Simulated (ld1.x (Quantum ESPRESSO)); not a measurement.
Which change was made? (H, ultrasoft)

```
Element                 : hydrogen
Generator               : ld1.x (Quantum ESPRESSO) 7.5
Type                    : ultrasoft
Functional              : PBE
Relativity              : non-relativistic
Frozen core             : none
Valence charge          : 1
Reference configuration : 1s1
Partial waves           : 1s (bound): rcut 0.70, rcutus 0.85 bohr; 1s channel at 0.05 Ry: rcut 0.70, rcutus 0.85 bohr
Local potential         : all-electron potential smoothed inside 0.65 bohr (lloc = -1)
Core correction         : none
Augmentation charge     : PSQ, inside the norm-conserving radii
```

Cutoffs, loose and tight: the cutoffs (Ry, on a coarse ladder) from which the occupation-weighted sum of valence levels, in a spherical-Bessel basis at the reference potential, stays within 10 and 1 mRy of its value at 400 Ry. They do not see the model core or the augmentation charge, which bear on the density cutoff. Test errors are all-electron minus pseudo excitation energies from the reference, over the configurations 1s0.5; variants that change the core or the reference have their own tests.

The base gives: outcome: generated; cutoff, loose: 25 Ry; cutoff, tight: 45 Ry; bound ghosts: none.

(1) After one change the result is: outcome: generated; cutoff, loose: 21 Ry; cutoff, tight: 45 Ry; bound ghosts: none. Which change was it?
A. functional LDA (PZ)
B. waves 1s (bound): rcut 0.92, rcutus 1.12 bohr; 1s channel at 0.05 Ry: rcut 0.92, rcutus 1.12 bohr; local potential all-electron potential smoothed inside 0.86 bohr (lloc = -1)
C. waves 1s (bound): rcut 0.50, rcutus 0.62 bohr; 1s channel at 0.05 Ry: rcut 0.50, rcutus 0.62 bohr; local potential all-electron potential smoothed inside 0.48 bohr (lloc = -1)

## Answers

(1) A. The others give: waves 1s (bound): rcut 0.92, rcutus 1.12 bohr; 1s channel at 0.05 Ry: rcut 0.92, rcutus 1.12 bohr; local potential all-electron potential smoothed inside 0.86 bohr (lloc = -1) → outcome: generated; cutoff, loose: 18 Ry; cutoff, tight: 30 Ry; bound ghosts: none | waves 1s (bound): rcut 0.50, rcutus 0.62 bohr; 1s channel at 0.05 Ry: rcut 0.50, rcutus 0.62 bohr; local potential all-electron potential smoothed inside 0.48 bohr (lloc = -1) → outcome: generated; cutoff, loose: 30 Ry; cutoff, tight: 70 Ry; bound ghosts: none.
